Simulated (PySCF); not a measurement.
silacyclobutane (C3H8Si), SMILES C1[SiH2]CC1. Atoms are numbered in the order given.

```xyz
12

C      1.3301     0.1966     0.0000
C      0.4032    -0.1641    -1.2049
Si    -1.0626     0.0595     0.0000
C      0.4032    -0.1641     1.2049
H      2.3175    -0.3141     0.0000
H      1.5350     1.2882     0.0000
H      0.5129    -1.2312    -1.4910
H      0.5085     0.4541    -2.1169
H     -1.6277     1.4568     0.0000
H     -2.2101    -0.9198     0.0000
H      0.5129    -1.2312     1.4910
H      0.5085     0.4541     2.1169
```

Geometry optimised at PBE-D3(BJ)/def2-SVP.

All values below come from PySCF with PBE-D3(BJ)/def2-SVP.

Frequencies are harmonic and unscaled.

```
mode  ν (cm⁻¹)  IR (km/mol)  moving atoms (share of kinetic energy)
----  --------  -----------  --------------------------------------
1          153          0.3                          H 62 %, C 35 %
2          394          3.7                 H 70 %, C 17 %, Si 13 %
3          489          0.1                                  H 95 %
4          525         17.9                 H 41 %, Si 32 %, C 26 %
5          626          1.5                 C 47 %, H 40 %, Si 13 %
6          653         16.7                 H 57 %, C 28 %, Si 15 %
7          715         22.0                          H 79 %, C 15 %
8          781        101.1                 H 74 %, Si 15 %, C 11 %
9          803         10.2                          H 53 %, C 46 %
10         870         26.0                          H 57 %, C 37 %
11         901         16.3                          H 56 %, C 42 %
12         925         85.6                          H 78 %, C 15 %
13         944          7.4                          H 63 %, C 37 %
14         953          1.0                          H 75 %, C 25 %
15        1036          1.0                          H 68 %, C 32 %
16        1106         16.0                          H 56 %, C 43 %
17        1167          2.0                          H 71 %, C 28 %
18        1196          1.3                          H 82 %, C 18 %
19        1242          1.2                          H 75 %, C 25 %
20        1361          5.3                           H 91 %, C 9 %
21        1381          4.9                           H 92 %, C 8 %
22        1416          1.0                           H 91 %, C 9 %
23        2138        141.2                                  H 97 %
24        2153        125.5                                  H 96 %
25        2968         44.6                                  H 95 %
26        3000          2.2                                  H 94 %
27        3000         16.7                                  H 94 %
28        3023         19.4                           H 91 %, C 9 %
29        3075         10.4                          H 90 %, C 10 %
30        3075         10.1                           H 91 %, C 9 %
```
